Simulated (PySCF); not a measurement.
## From computed data to an observable: chemical shift, span and skew from a shielding tensor

CBr₃, SMILES Br[C+](Br)Br, charge +1. Atoms are numbered in the order given.

```xyz
4

C      0.0000     0.0000     0.0000
Br     1.8217     0.0000     0.0000
Br    -0.9108     1.5776     0.0000
Br    -0.9108    -1.5776     0.0000
```
Charge +1, spin multiplicity 1.

Geometry optimised at B3LYP-D3(BJ)/def2-SVP.

GIAO shieldings from PBE0/pcSseg-1 in PySCF, non-relativistic, no solvent. The symmetric part of the tensor of C1 has the principal values -223.3, -223.3, 58.4 ppm. The same nucleus in TMS has σ = 186.3 ppm at this level (PySCF, at its B3LYP-D3(BJ)/def2-TZVP geometry). Without spin–orbit terms, shifts of atoms bonded to Cl or Br come out too high.

Q: Work out the isotropic shielding, the ¹³C shift against TMS, the span and the skew.

A: 
σ(iso) = (σ11 + σ22 + σ33)/3 = -129.4 ppm. δ = σ(ref) − σ(iso) = 186.3 − (-129.4) = 315.7 ppm.
Span Ω = σ33 − σ11 = 281.7 ppm. Skew κ = 3(σ(iso) − σ22)/Ω = 1.00, an axial tensor. Tumbling in solution averages the tensor to δ; in a static solid the shielding alone would spread this spin-1/2 line over Ω.
